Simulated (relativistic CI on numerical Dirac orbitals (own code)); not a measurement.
Rb4+: calculation against measurement

Computed by Dirac-Coulomb-Breit CI, separate exchange-only KLI orbitals for each configuration, a model potential for QED, valence Slater integrals scaled by 0.85, configuration energies shifted to the measured levels that pair with them (semi-empirical) (own radial code, finite nucleus).

Configuration list (outside the closed core [Ar] 3d10): 4s²4p³, 4s4p⁴, 4s²4p²5s, 4s²4p²4d, 4p⁵, 4s²4p4d², 4s4p³4d, 4s²4p²4f, 4s²4p²5p, 4s4p³4f, 4p³4d², 4s²4p4f², 4s²4p²5d, 4s²4p²6s, 4s²4p²6p, 4p⁴4d, 4s4p³5s, 4s²4p²5f, 4s²4p²5g, 4s²4p²6d, 4s4p²4d², 4s²4p4d4f, 4s²4p²6f, 4s4p³5p, 4p³4f², 4s²4p4d5s, 4s4p³5d, 4s4p²5s5p, 4s4p³6s, 4s4p²4d4f. Levels of other configurations are missing.

```csv
Configuration,Term (tabulated),J,Measured (cm⁻¹),Computed,Error,Purity (%)
4s²4p³,4S°,3/2,0.0,0,0,94
4s²4p³,2D°,3/2,18639.1,18076,-563,84
4s²4p³,2D°,5/2,21080.4,20541,-539,97
4s²4p³,2P°,1/2,34794.3,33335,-1459,97
4s²4p³,2P°,3/2,38317.8,36862,-1456,82
4s4p⁴,4P,5/2,135925.6,136161,235,88
4s4p⁴,4P,3/2,140861.6,140937,76,88
4s4p⁴,4P,1/2,143010.2,143010,0,87
4s4p⁴,2D,3/2,167062.8,166930,-133,76
4s4p⁴,2D,5/2,168272.8,168133,-140,77
4s²4p²5s,4P,3/2,266420.0,265143,-1277,94
4s²4p²5s,2P,1/2,268680.0,270966,2286,87
4s²4p²5s,4P,5/2,270710.0,269546,-1164,90
4s²4p²5s,2P,3/2,271790.0,275720,3930,75
4s²4p²5s,2D,5/2,285920.0,285920,0,90
4s²4p²5s,2D,3/2,286790.0,286688,-102,80
4s²4p²5s,2S,1/2,307390.0,307816,426,94
```

Measured levels from Sansonetti, J. Phys. Chem. Ref. Data 35, 301 (2006); pairs were made by configuration, J and term (by order where the table uses no LS term), so strongly mixed levels may be paired wrongly.

Mean error by configuration (cm⁻¹): 4s²4p³ -1004; 4s4p⁴ 8; 4s²4p²5s 586. Over the excited levels the mean absolute error is 862 cm⁻¹ (16 of the 19 excited levels that our extract of the source holds in range could be paired, and the others can miss by more), and the median relative error of those above 1,000 cm⁻¹ is 0.3 %, both after the shifts were fitted to these levels, so that a configuration with one level shows no error.

Configurations whose levels could be paired with our table of measured levels were shifted onto them, all but the ground configuration, by the median error of their levels; single terms can still be off by 1,000 to 2,000 cm⁻¹ or more, and rates follow the energies as ν³ (E1, M1) or ν⁵ (E2). The others borrow a shift and can be off by several thousand cm⁻¹ or more. 16 of the 19 excited levels that our extract of the measured tables holds in this range could be paired (the sources list more); they are missed by 862 cm⁻¹ on average and 3930 at most, after the shifts were fitted to these levels, and levels without a partner can miss by more.

Shifts applied (cm⁻¹): 4s²4p³ 0; 4s4p⁴ -1933; 4s²4p²5s -13654.
